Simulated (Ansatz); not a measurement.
The cluster As6 (the lowest singlet isomer of a short search), 6 atoms. Hardware: 4 threads of Intel Xeon 6975P-C on a shared host.

Task: How many basis functions does each of these Ansatz runs have, and roughly what does it cost? PBE0-D4/def2-TZVP, charge 1 doublet at the geometry of the charge 0 singlet, energy; PBE-D4/def2-SVP, charge 0 quintet, relaxation, 18 steps; PBE with 15 % exact exchange/def2-SVP, charge 0 triplet, energy, from earlier orbitals; r2SCAN-D4/def2-TZVPD, charge 0 singlet, energy, from earlier orbitals; PBE-D4/def2-TZVP, charge 0 singlet, energy, from earlier orbitals; PBE0-D4/def2-TZVP, charge 0 quintet, energy, from earlier orbitals; r2SCAN-D4/def2-TZVP, charge 1 doublet at the geometry of the charge 0 singlet, energy, from earlier orbitals; HF/STO-3G, charge 0 singlet, energy; PBE with 15 % exact exchange/def2-SVP, charge 0 singlet, energy, from earlier orbitals; PBE-D4/def2-TZVP, charge 0 quintet, energy, from earlier orbitals; PBE0-D4/def2-TZVPD, charge -1 doublet at the geometry of the charge 0 singlet, energy; PBE0-D4/def2-TZVP, charge 0 unrestricted singlet, energy, from earlier orbitals.

Result: Other jobs shared the machine, so times can vary by a factor of up to 3. A dash marks memory too small to be measured apart from the calling script's.

```
                                                                                                         run  functions  fitting or Cholesky vectors  wall time  peak host memory (GiB)
                                                                         HF/STO-3G, charge 0 singlet, energy        108                         1071        1 s                       –
                                           PBE-D4/def2-TZVP, charge 0 singlet, energy, from earlier orbitals        288                         2238      3.4 s                    0.76
                      PBE with 15 % exact exchange/def2-SVP, charge 0 singlet, energy, from earlier orbitals        192                         1893      4.9 s                    0.82
                                           PBE-D4/def2-TZVP, charge 0 quintet, energy, from earlier orbitals        288                         2238      7.5 s                    0.82
                                       r2SCAN-D4/def2-TZVPD, charge 0 singlet, energy, from earlier orbitals        324                         2442       10 s                       1
                      PBE with 15 % exact exchange/def2-SVP, charge 0 triplet, energy, from earlier orbitals        192                         1893       11 s                     1.3
                                          PBE0-D4/def2-TZVP, charge 0 quintet, energy, from earlier orbitals        288                         1958       22 s                     1.8
                             PBE0-D4/def2-TZVP, charge 0 unrestricted singlet, energy, from earlier orbitals        288                         1961       23 s                     1.8
                       PBE0-D4/def2-TZVPD, charge -1 doublet at the geometry of the charge 0 singlet, energy        324                         2073       31 s                     2.4
r2SCAN-D4/def2-TZVP, charge 1 doublet at the geometry of the charge 0 singlet, energy, from earlier orbitals        288                         2238       48 s                     1.7
                                                     PBE-D4/def2-SVP, charge 0 quintet, relaxation, 18 steps        192                         2178       51 s                       –
                         PBE0-D4/def2-TZVP, charge 1 doublet at the geometry of the charge 0 singlet, energy        288                         1961       67 s                     2.6
```
